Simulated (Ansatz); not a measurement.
`[CH3][SnH2][AlH2]` + `C[SiH2][SiH](F)Cl` → `C[SiH2][SiH]([AlH2])Cl` + `[CH3][SnH2][F]`  (redistribution)

Calculated with Ansatz (gas phase, PBE0-D4/def2-TZVP geometries, no zero-point term in ΔE). CCSD(T)/CBS is the MP2 limit (def2-TZVPP, def2-QZVPP) plus CCSD(T) − MP2 in def2-TZVPP, frozen cores. DFT in def2-TZVPP. B3LYP here is the variant with VWN-RPA as its local correlation; programs differ in this. Elements past krypton have def2 core potentials. For Sn outer-core shells are correlated without core-valence functions, which leaves a few kJ/mol of doubt a bond. One conformer a species, not always the lowest.

Is it downhill or uphill in electronic energy at CCSD(T)/CBS, and by how much? (Estimate.)

Ansatz gave: Uphill: ΔE = +1.11 eV.

What do these levels give: r2SCAN-D4, B3LYP-D4, PBE, HF/def2-TZVPP, CCSD/def2-TZVPP, CCSD(T)/def2-TZVPP? (An estimate is asked.)

Ansatz gave: r2SCAN-D4 1.06, B3LYP-D4 1.07, PBE 0.98, HF/def2-TZVPP 1.18, CCSD/def2-TZVPP 1.16, CCSD(T)/def2-TZVPP 1.14 eV.

Largest T1 diagnostic among the species: 0.013.

From PBE to PBE0 (25 % exact exchange), in def2-TZVPP and without D4, ΔE moves by +0.07 eV.
